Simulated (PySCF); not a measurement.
Excitations are Tamm–Dancoff values on a coarser integration grid. The basis has no diffuse functions, so Rydberg states are missing or too high.

# Cl3Ga, SMILES `[Cl][Ga]([Cl])[Cl]` (charge 0, multiplicity 1)

Computed with TPSSh-D3(BJ)/def2-TZVP // B3LYP-D3(BJ)/def2-TZVP in PySCF.

```yaml
HOMO: -8.71 eV
dipole_moment: 0.00 D
HOMO–LUMO gap: 6.18 eV
LUMO: -2.52 eV
S1 excitation (TDA): 5.68 eV
S1 oscillator strength: 0.000
T1 excitation (TDA): 5.33 eV
S1–T1 gap (TDA): 0.35 eV
total_energy: -3305.6926 Ha
cost: around 3 core-minutes (rough)
```

Bonds (Å): Cl1–Ga2 2.127, Ga2–Cl3 2.127, Ga2–Cl4 2.127. Bond angles (°): Cl1–Ga2–Cl3 120.0, Cl1–Ga2–Cl4 120.0, Cl3–Ga2–Cl4 120.0.
Charge 0, spin multiplicity 1.
